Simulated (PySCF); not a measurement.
Input for PySCF: R-M06-2X/def2-TZVPP on Si2H6 (SMILES [SiH3][SiH3]).

```python
from pyscf import gto, dft

mol = gto.M(
    atom='''
    Si    0.00000355   -0.00000000    1.17211118
    H     1.39114125   -0.00000000    1.68661364
    H    -0.69556805    1.20476221    1.68660446
    H    -0.69556805   -1.20476221    1.68660446
    Si   -0.00000355    0.00000000   -1.17211118
    H     0.69556805    1.20476221   -1.68660446
    H    -1.39114125    0.00000000   -1.68661364
    H     0.69556805   -1.20476221   -1.68660446
    ''',
    basis='def2-tzvpp',
    charge=0, spin=0, verbose=4, max_memory=1800)
mf = dft.RKS(mol, xc='m062x').density_fit(auxbasis='def2-universal-jkfit')
mf.grids.level = 4
mf.conv_tol = 1e-9
mf.max_cycle = 150
mf.kernel()
mf.dip_moment()
```

The log:

```
PySCF version 2.14.0

[INPUT] verbose = 4
[INPUT] num. atoms = 8
[INPUT] num. electrons = 34
[INPUT] charge = 0
[INPUT] spin (= nelec alpha-beta = 2S) = 0
[INPUT] symmetry False subgroup None
[INPUT] Mole.unit = angstrom
[INPUT] Symbol           X                Y                Z      unit          X                Y                Z       unit  Magmom
[INPUT]  1 Si     0.000003550000   0.000000000000   1.172111180000 AA    0.000006708528   0.000000000000   2.214969117741 Bohr   0.0
[INPUT]  2 H      1.391141250000   0.000000000000   1.686613640000 AA    2.628875963085   0.000000000000   3.187237857556 Bohr   0.0
[INPUT]  3 H     -0.695568050000   1.204762210000   1.686604460000 AA   -1.314433115498   2.276670622126   3.187220509870 Bohr   0.0
[INPUT]  4 H     -0.695568050000  -1.204762210000   1.686604460000 AA   -1.314433115498  -2.276670622126   3.187220509870 Bohr   0.0
[INPUT]  5 Si    -0.000003550000   0.000000000000  -1.172111180000 AA   -0.000006708528   0.000000000000  -2.214969117741 Bohr   0.0
[INPUT]  6 H      0.695568050000   1.204762210000  -1.686604460000 AA    1.314433115498   2.276670622126  -3.187220509870 Bohr   0.0
[INPUT]  7 H     -1.391141250000   0.000000000000  -1.686613640000 AA   -2.628875963085   0.000000000000  -3.187237857556 Bohr   0.0
[INPUT]  8 H      0.695568050000  -1.204762210000  -1.686604460000 AA    1.314433115498  -2.276670622126  -3.187220509870 Bohr   0.0

nuclear repulsion = 90.7459202057566
number of shells = 64
number of NR pGTOs = 222
number of NR cGTOs = 168
basis = def2-tzvpp
ecp = {}


******** <class 'pyscf.df.df_jk.DFRKS'> ********
method = DFRKS
initial guess = minao
damping factor = 0
level_shift factor = 0
DIIS = <class 'pyscf.scf.diis.CDIIS'>
diis_start_cycle = 1
diis_space = 8
diis_damp = 0
SCF conv_tol = 1e-09
SCF conv_tol_grad = None
SCF max_cycles = 150
direct_scf = False
XC library pyscf.dft.libxc version 7.1.2
    S. Lehtola, C. Steigemann, M. J. T. Oliveira, and M. A. L. Marques,  SoftwareX 7, 1–5 (2018)
XC functionals = m062x
    Y. Zhao and D. G. Truhlar,  Theor. Chem. Acc. 120, 215 (2008)
    Y. Zhao and D. G. Truhlar,  Theor. Chem. Acc. 120, 215 (2008)
radial grids:
    Treutler-Ahlrichs [JCP 102, 346 (1995); DOI:10.1063/1.469408] (M4) radial grids

becke partition: Becke, JCP 88, 2547 (1988); DOI:10.1063/1.454033
pruning grids: <function nwchem_prune>
grids dens level: 4
symmetrized grids: False
atomic radii adjust function: <function treutler_atomic_radii_adjust>
small_rho_cutoff = 0
Set gradient conv threshold to 3.16228e-05
Initial guess from minao.
tot grids = 152088
******** <class 'pyscf.df.df.DF'> ********
auxbasis = def2-universal-jkfit
init E= -582.216384660728
  HOMO = -0.309307306918942  LUMO = 0.00297446276230082  gap/eV = 8.49762
cycle= 1 E= -582.525338123941  delta_E= -0.309  |g|= 0.16  |ddm|= 1.83
  HOMO = -0.354961481543347  LUMO = 0.032326200250206  gap/eV = 10.53863
cycle= 2 E= -582.532598175299  delta_E= -0.00726  |g|= 0.0602  |ddm|= 0.169
  HOMO = -0.339431961051739  LUMO = 0.0442792773511048  gap/eV = 10.44131
cycle= 3 E= -582.533392871176  delta_E= -0.000795  |g|= 0.019  |ddm|= 0.0742
  HOMO = -0.343844769454076  LUMO = 0.0427012404806557  gap/eV = 10.51845
cycle= 4 E= -582.533500455991  delta_E= -0.000108  |g|= 0.0025  |ddm|= 0.0166
  HOMO = -0.343414236825595  LUMO = 0.0430949079972841  gap/eV = 10.51745
cycle= 5 E= -582.533502901615  delta_E= -2.45e-06  |g|= 0.000818  |ddm|= 0.00265
  HOMO = -0.343579414305038  LUMO = 0.0430110346383111  gap/eV = 10.51966
cycle= 6 E= -582.533503127168  delta_E= -2.26e-07  |g|= 6.91e-05  |ddm|= 0.000787
  HOMO = -0.343574487838827  LUMO = 0.0430205140704754  gap/eV = 10.51979
cycle= 7 E= -582.533503130066  delta_E= -2.9e-09  |g|= 5.57e-06  |ddm|= 0.000152
  HOMO = -0.34357584231641  LUMO = 0.0430190078938549  gap/eV = 10.51978
cycle= 8 E= -582.533503130085  delta_E= -1.82e-11  |g|= 5.55e-07  |ddm|= 1.86e-05
  HOMO = -0.343575682316356  LUMO = 0.0430191198240504  gap/eV = 10.51978
Extra cycle  E= -582.533503130085  delta_E= -5.68e-13  |g|= 1.75e-07  |ddm|= 1.82e-06
converged SCF energy = -582.533503130085
Dipole moment(X, Y, Z, Debye): -0.00000, -0.00000, -0.00000
```

The calculation finished and met its thresholds.

Cost: about 30 core-seconds (a rough figure).
